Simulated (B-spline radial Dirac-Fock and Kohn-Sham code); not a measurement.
# Binding energies of Ce³³⁺ at several levels of theory

System: cerium as Ce³³⁺ in the configuration 1s2 2s2 2p6 3s2 3p6 3d7.

The density-functional columns are spherical, spin-unpolarised Dirac-Kohn-Sham results without Breit or QED terms: −ε is minus the orbital energy of the initial state and ΔSCF the difference of two total energies. The reference in the last column comes from Dirac-Fock energy differences between relaxed states, corrected for Breit and QED terms. All numbers are from a radial finite-basis atomic code, in eV; a selection of levels is shown. The Kohn-Sham columns are given as differences from the reference. For the 1s level of heavy atoms much of the gap between ΔSCF and the reference is the Breit and QED part, -156.4 eV here; for other levels the error of the functional can be larger.

```
level  LDA −ε − DF  LDA ΔSCF − DF  Dirac-Fock
   1s       -286.9         +145.9     41911.2
   2s       -148.3          -49.7      7978.1
2p1/2       -114.7           +3.6      7598.6
2p3/2       -119.2           -8.7      7153.4
   3s        -71.7          -29.5      2708.5
3p1/2        -55.2          -11.2      2550.4
3p3/2        -55.2          -12.7      2452.8
   3d        -46.0           +1.5      2193.8
```

Values without a named source are computed, but for edge energies of neutral atoms, which are taken from tables.
